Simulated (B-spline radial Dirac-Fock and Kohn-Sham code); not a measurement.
These are calculated numbers from an atomic code on a B-spline grid; the model is the Dirac equation of a negative muon with reduced mass in the field of a spherical finite nucleus, with the Uehling potential to all orders; nuclear polarisation, deformation, hyperfine structure, self-energy, higher-order vacuum polarisation, relativistic recoil and electron screening are left out. The nuclear charge is a Fermi distribution (skin thickness 2.3 fm).

Q: A muonic atom of atomic mass 21.01 u emits these computed lines: 2p3/2 → 1s1/2 296.4 keV, 3d5/2 → 2p3/2 56.18 keV, 4f7/2 → 3d5/2 19.62 keV, 5g9/2 → 4f7/2 9.073 keV. Which element is it, and what rms charge radius was used?

A: Magnesium (Z = 12, nuclide ²¹Mg); the high transitions hardly feel the nucleus and fix Z. The 2p → 1s line lies 6.553 keV below the value for a point nucleus without QED, which for this nuclear model gives a radius near 3.06 fm (3.0626 fm was used).
